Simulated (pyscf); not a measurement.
Optimised with ωB97X-D3(BJ)/def2-SVP in PySCF.

Question: How much does it cost (ΔH, 298 K, ωB97M-D3(BJ)/def2-TZVP) to split F–SiH₂–O–SiH₂–O–SiH₃ (SMILES F[SiH2]O[SiH2]O[SiH3]) at its O–Si bond into •O–SiH₂–F + •H₂Si–O–SiH₃?

Answer: O–Si to •O–SiH₂–F + •H₂Si–O–SiH₃: 135.7 kcal/mol. The 7 functionals that were run give +124.0 (PBE) to +137.9 kcal/mol (M06-2X). •O–SiH₂–F lies 23.3 kcal/mol over its isomer HO–SiH•–F, and others may lie lower still (electronic energy, ωB97M-D3(BJ)). Other isomers of •H₂Si–O–SiH₃ were not searched in full and may lie lower.
